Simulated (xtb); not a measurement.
HCl₃OTi, triplet, from a rough starting geometry (GFN-xTB shapes and energies of metal compounds can be far from the true ones) (the multiplicity is a formal guess); xtb with GFN2-xTB.

The xtb input:
```
$ xtb mol.xyz --gfn 2 --uhf 2 --opt vtight --json

# file mol.xyz
6

Ti     0.26943029    -0.12114104    -0.03482485
Cl     1.89228563     1.10784053    -0.67179642
Cl     0.92215906    -0.94226488     1.84110888
Cl     0.33911024    -1.81780371    -1.34038620
O     -1.24290398     0.71493199     0.04353871
H     -2.09070557     1.01072674     0.14819473
```

It wrote (shortened):

```
   ID    Z sym.   atoms
    1   22 Ti     1
    2   17 Cl     2-4
    3    8 O      5
    4    1 H      6

           -------------------------------------------------
          |                Calculation Setup                |
           -------------------------------------------------

           -------------------------------------------------
          |                 G F N 2 - x T B                 |
           -------------------------------------------------

          ...................................................
          :                      SETUP                      :
          :.................................................:
          :  # basis functions                  45          :
          :  # atomic orbitals                  41          :
          :  # shells                           15          :
          :  # electrons                        32          :
          :  max. iterations                   250          :
          :  Hamiltonian                  GFN2-xTB          :
          :  restarted?                      false          :
          :  GBSA solvation                  false          :
          :  PC potential                    false          :
          :  electronic temp.          300.0000000     K    :
          :  accuracy                    1.0000000          :
          :  -> integral cutoff          0.2500000E+02      :
          :  -> integral neglect         0.1000000E-07      :
          :  -> SCF convergence          0.1000000E-05 Eh   :
          :  -> wf. convergence          0.1000000E-03 e    :
          :  Broyden damping             0.4000000          :
          :  net charge                          0          :
          :  unpaired electrons                  2          :
          ...................................................

 iter      E             dE          RMSdq      gap      omega  full diag
   1    -19.8561597 -0.198562E+02  0.643E+00    0.02       0.0  T
   2    -19.9756019 -0.119442E+00  0.527E+00    0.02       1.0  T
   3    -19.9752370  0.364917E-03  0.365E+00    0.01       1.0  T
   4    -19.9711277  0.410925E-02  0.380E+00    0.03       1.0  T
   5    -19.9757973 -0.466963E-02  0.279E+00    0.02       1.0  T
   6    -19.9691512  0.664613E-02  0.284E+00    0.02       1.0  T
   7    -19.9955643 -0.264131E-01  0.928E-01    0.01       1.0  T
   8    -19.9960813 -0.517048E-03  0.589E-01    0.02       1.0  T
   9    -19.9946791  0.140226E-02  0.827E-01    0.01       1.0  T
  10    -19.9968360 -0.215687E-02  0.186E-01    0.01       1.0  T
  11    -19.9967665  0.695009E-04  0.200E-01    0.02       1.0  T
  12    -19.9968649 -0.984408E-04  0.110E-01    0.01       1.0  T
  13    -19.9968403  0.245813E-04  0.127E-01    0.01       1.0  T
  14    -19.9968867 -0.463768E-04  0.178E-02    0.01       2.3  T
  15    -19.9968869 -0.217843E-06  0.106E-02    0.01       3.8  T
  16    -19.9968871 -0.186775E-06  0.418E-03    0.01       9.8  T
  17    -19.9968871 -0.120299E-07  0.318E-03    0.01      12.8  T
  18    -19.9968871 -0.106384E-07  0.287E-03    0.01      14.2  T
  19    -19.9968871 -0.166694E-07  0.112E-03    0.01      36.5  T
  20    -19.9968871 -0.139485E-08  0.609E-04    0.01      67.1  T
  21    -19.9968871 -0.601837E-09  0.284E-04    0.01     143.5  T

   *** convergence criteria satisfied after 21 iterations ***

 transition dipole moment (au) for excitation:          16          17
     X       Y       Z
  -0.1232  -0.2541   0.3494  total (au/Debye):    0.449   1.142
 dE (eV)             :    4.242
 oscillator strength :  0.29668E-01

         :::::::::::::::::::::::::::::::::::::::::::::::::::::
         ::                     SUMMARY                     ::
         :::::::::::::::::::::::::::::::::::::::::::::::::::::
         :: total energy             -19.929636979130 Eh    ::
         :: gradient norm              0.103917096802 Eh/a0 ::
         :: HOMO-LUMO gap              0.014987576965 eV    ::
         ::.................................................::
         :: SCC energy               -19.996881398237 Eh    ::
         :: -> isotropic ES            0.053582053328 Eh    ::
         :: -> anisotropic ES         -0.002207232579 Eh    ::
         :: -> anisotropic XC         -0.004380528649 Eh    ::
         :: -> dispersion             -0.005183359534 Eh    ::
         :: repulsion energy           0.067244419107 Eh    ::
         :: add. restraining           0.000000000000 Eh    ::
         :: total charge              -0.000000000000 e     ::
         :::::::::::::::::::::::::::::::::::::::::::::::::::::

      -----------------------------------------------------------
     |                   =====================                   |
     |                        A N C O P T                        |
     |                   =====================                   |
     |               Approximate Normal Coordinate               |
     |                Rational Function Optimizer                |
      -----------------------------------------------------------
      -----------------------------------------------------------
     |                   =====================                   |
     |                        A N C O P T                        |
     |                   =====================                   |
     |               Approximate Normal Coordinate               |
     |                Rational Function Optimizer                |
      -----------------------------------------------------------

          ...................................................
          :                      SETUP                      :
          :.................................................:
          :   optimization level         verytight          :
          :   max. optcycles                   200          :
          :   ANC micro-cycles                  20          :
          :   degrees of freedom                12          :
[...]
 * total energy  :   -19.9450847 Eh     change       -0.8069561E-03 Eh
 * total energy  :   -19.9462832 Eh     change       -0.1198505E-02 Eh
 * total energy  :   -19.9467251 Eh     change       -0.4418346E-03 Eh
 * total energy  :   -19.9469551 Eh     change       -0.2299964E-03 Eh
 * total energy  :   -19.9470231 Eh     change       -0.6807589E-04 Eh
 * total energy  :   -19.9470805 Eh     change       -0.5737081E-04 Eh
 * total energy  :   -19.9470933 Eh     change       -0.1282998E-04 Eh
 * total energy  :   -19.9470985 Eh     change       -0.5182520E-05 Eh
 * total energy  :   -19.9471004 Eh     change       -0.1889362E-05 Eh
 * total energy  :   -19.9471013 Eh     change       -0.8574804E-06 Eh
 * total energy  :   -19.9471020 Eh     change       -0.7352148E-06 Eh
 * total energy  :   -19.9471031 Eh     change       -0.1100051E-05 Eh
 * total energy  :   -19.9471032 Eh     change       -0.8180471E-07 Eh
   *** GEOMETRY OPTIMIZATION CONVERGED AFTER 20 ITERATIONS ***
[...]

 transition dipole moment (au) for excitation:          16          17
     X       Y       Z
  -0.0330  -0.0728   0.0894  total (au/Debye):    0.120   0.305
 dE (eV)             :    3.109
 oscillator strength :  0.15492E-02

         :::::::::::::::::::::::::::::::::::::::::::::::::::::
         ::                     SUMMARY                     ::
         :::::::::::::::::::::::::::::::::::::::::::::::::::::
         :: total energy             -19.947103188738 Eh    ::
         :: gradient norm              0.000098873095 Eh/a0 ::
         :: HOMO-LUMO gap              0.490048300218 eV    ::
         ::.................................................::
         :: SCC energy               -19.999446833710 Eh    ::
         :: -> isotropic ES            0.053862914584 Eh    ::
         :: -> anisotropic ES         -0.002022597147 Eh    ::
         :: -> anisotropic XC         -0.003114558579 Eh    ::
         :: -> dispersion             -0.005122026081 Eh    ::
         :: repulsion energy           0.052343644972 Eh    ::
         :: add. restraining           0.000000000000 Eh    ::
         :: total charge               0.000000000001 e     ::
         :::::::::::::::::::::::::::::::::::::::::::::::::::::

           -------------------------------------------------
          |                Property Printout                |
           -------------------------------------------------

    * Orbital Energies and Occupations

         #    Occupation            Energy/Eh            Energy/eV
      -------------------------------------------------------------
         1        2.0000           -1.1169645             -30.3942
       ...           ...                  ...                  ...
         5        2.0000           -0.5978899             -16.2694
         6        2.0000           -0.5166263             -14.0581
         7        2.0000           -0.4907510             -13.3540
         8        2.0000           -0.4901595             -13.3379
         9        2.0000           -0.4834330             -13.1549
        10        2.0000           -0.4727761             -12.8649
        11        2.0000           -0.4642427             -12.6327
        12        2.0000           -0.4550473             -12.3825
        13        2.0000           -0.4482821             -12.1984
        14        1.9995           -0.4417611             -12.0209
        15        1.9983           -0.4405697             -11.9885
        16        1.0021           -0.4286618             -11.6645
        17        0.9999           -0.3143950              -8.5551 (HOMO)
        18        0.0001           -0.2963861              -8.0651 (LUMO)
        19                         -0.2692473              -7.3266
        20                         -0.2648903              -7.2080
        21                         -0.2523702              -6.8673
        22                         -0.0326078              -0.8873
        23                         -0.0109153              -0.2970
        24                         -0.0105242              -0.2864
        25                         -0.0097393              -0.2650
        26                         -0.0096329              -0.2621
        27                         -0.0067969              -0.1850
        28                         -0.0060538              -0.1647
       ...                                ...                  ...
        41                          1.0261444              27.9228
      -------------------------------------------------------------
                  HL-Gap            0.0180089 Eh            0.4900 eV
             Fermi-level           -0.3699433 Eh          -10.0667 eV

     #   Z          covCN         q      C6AA      α(0)
     1  22 Ti       2.998     0.660   107.318    25.297
     2  17 Cl       1.218    -0.071   101.410    15.407
     3  17 Cl       1.218    -0.071   101.406    15.406
     4  17 Cl       0.761    -0.297   108.457    15.930
     5   8 O        1.533    -0.544    23.965     6.604
     6   1 H        0.807     0.325     0.651     1.267

 Mol. C6AA /au·bohr⁶  :       2081.042935
 Mol. C8AA /au·bohr⁸  :     106315.239622
 Mol. α(0) /au        :         79.910804

Wiberg/Mayer (AO) data.
largest (>0.10) Wiberg bond orders for each atom

 ---------------------------------------------------------------------------
     #   Z sym  total        # sym  WBO       # sym  WBO       # sym  WBO
 ---------------------------------------------------------------------------
     1  22 Ti   3.723 --     5 O    1.210     4 Cl   1.061     3 Cl   0.705
                             2 Cl   0.705
     2  17 Cl   1.268 --     1 Ti   0.705     3 Cl   0.464
     3  17 Cl   1.268 --     1 Ti   0.705     2 Cl   0.464
     4  17 Cl   1.236 --     1 Ti   1.061
     5   8 O    2.179 --     1 Ti   1.210     6 H    0.849
     6   1 H    0.895 --     5 O    0.849
 ---------------------------------------------------------------------------

Topologies differ in total number of bonds
Writing topology from bond orders to xtbtopo.mol

molecular dipole:
                 x           y           z       tot (Debye)
 q only:       -0.515       0.727       0.404
   full:       -1.148       0.660       0.116       3.378
molecular quadrupole (traceless):
                xx          xy          yy          xz          yz          zz
 q only:        3.834      -1.077      -2.412      -0.053      -3.651      -1.422
  q+dip:        3.320      -2.791      -1.437      -1.621      -3.439      -1.882
   full:        2.973      -2.728      -1.333      -2.031      -4.065      -1.640

optimized geometry written to: xtbopt.xyz

           -------------------------------------------------
          | TOTAL ENERGY              -19.947103188738 Eh   |
          | GRADIENT NORM               0.000098873095 Eh/α |
          | HOMO-LUMO GAP               0.490048300218 eV   |
           -------------------------------------------------

normal termination of xtb
```
